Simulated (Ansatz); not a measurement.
Geometry optimisation, RKS B3LYP-D4/def2-SVP in Ansatz.

Input file:

```yaml
crystal:
  periodic: [false, false, false]
  atoms:
    - { symbol: Hf, position_ang: [0.101032, 0.108986, -0.254847] }
    - { symbol: F, position_ang: [-0.003369, -0.241103, 1.668048] }
    - { symbol: "N", position_ang: [2.064376, 0.029971, -0.65449] }
    - { symbol: H, position_ang: [2.732889, -0.638442, -0.264547] }
    - { symbol: H, position_ang: [2.54677, 0.619105, -1.332343] }
    - { symbol: Cl, position_ang: [-0.506531, 2.237987, -1.067403] }
    - { symbol: Cl, position_ang: [-0.848409, -1.749886, -1.373363] }
    - { symbol: S, position_ang: [-3.248413, 0.101118, 1.413648] }
    - { symbol: H, position_ang: [-3.350601, -1.183315, 1.003345] }
    - { symbol: H, position_ang: [-2.081245, -0.15722, 2.105052] }
basis:
  gaussian: { orbitals: def2-SVP }
hamiltonian:
  xc: b3lyp
  dispersion: d4
relax:
  f_tol: 0.03
  max_steps: 50
output:
  orbitals: {}
```

Launched with:

```bash
$ ansatz run input.yaml --threads 4 --pin off --max-ram 5120MiB --backend cpu --events-out ev --progress --plain --runs-dir out
```

Problem. Where does it end, and by what steps?

Solution. The forces met the threshold. After 11 steps the energy has fallen by 0.224 eV; H5 moved furthest, 0.54 Å. Joined: Hf1–S8 (3.74 → 3.09 Å).

```csv
step,energy less start (eV),largest force component (eV/Å),accepted
0,0.0000,0.833,yes
1,-0.0700,0.616,yes
2,-0.1344,0.634,yes
3,-0.1777,0.748,yes
4,-0.1904,0.341,yes
5,-0.2052,0.281,yes
6,-0.2160,0.171,yes
7,-0.2190,0.213,yes
8,-0.2212,0.071,yes
9,-0.2235,0.050,yes
10,-0.2238,0.051,yes
11,-0.2243,0.016,yes
```

```xyz
10
Properties=species:S:1:pos:R:3
Hf 0.026 0.078 -0.121
F 0.316 -0.252 1.751
N 1.963 -0.004 -0.663
H 2.735 -0.274 -0.054
H 2.333 0.201 -1.591
Cl -0.598 2.249 -0.883
Cl -0.971 -1.675 -1.409
S -2.808 0.149 1.112
H -3.148 -1.108 0.744
H -2.441 -0.237 2.357
```

Whether the end is a true minimum wasn't checked by a vibrational analysis.

The run took 50 s on 4 threads of Arm Neoverse V2, with other jobs on the host, peak memory 0.37 GiB.
